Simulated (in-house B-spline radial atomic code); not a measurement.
Orbital energies and mean radii along the 58-electron series, configuration [Xe] 4f4. The effective charge is n√(-2ε), a non-relativistic measure. Computed with a radial B-spline atomic code at the basis-set limit: non-relativistic Hartree-Fock, average of the configuration, point nuclei.

This level leaves out relativity, spin-orbit splitting included, which matters for heavy ions.

```csv
ion,Z,energy of 4s (Eh),mean radius of 4s (bohr),energy of 3p (Eh),mean radius of 3p (bohr),energy of 5p (Eh),mean radius of 5p (bohr),energy of 4d (Eh),mean radius of 4d (bohr),effective charge of 4s
Nd2+,60,-11.868,0.63816,-48.935,0.2705,-1.4531,1.7673,-5.5064,0.70792,19.488
Pm3+,61,-13.058,0.62273,-51.883,0.26496,-1.9906,1.6573,-6.4655,0.685,20.442
Sm4+,62,-14.351,0.60781,-54.983,0.25965,-2.5854,1.5618,-7.5225,0.66306,21.43
```
